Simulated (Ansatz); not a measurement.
Z-matrix (Å, degrees):
```
C
S 1 1.851
N 1 1.451 2 100.7
H 1 1.094 2 109.3 3 120.2
H 1 1.094 2 109.3 3 -119.9
Si 2 2.135 1 75.5 3 -5.0
H 3 1.005 1 119.1 2 161.3
H 6 1.491 2 116.5 1 -112.4
H 6 1.487 2 116.6 1 120.2
```

Total charge 0; spin multiplicity 1.

List the r2SCAN/def2-TZVPP orbital energies in eV (Ansatz). (Best estimate.)

Computed: Occupied: -2408.73, -1791.72, -385.16, -274.96, -213.16, -157.25, -157.15, -157.03, -142.06, -96.98, -96.90, -96.87, -23.78, -19.04, -16.39, -13.64, -12.33, -11.67, -10.50, -8.96, -8.54, -7.90, -6.20, -5.82. Lowest empty: -0.88, -0.54, 1.08, 1.66, 2.06, 2.29, 2.81, 3.01.
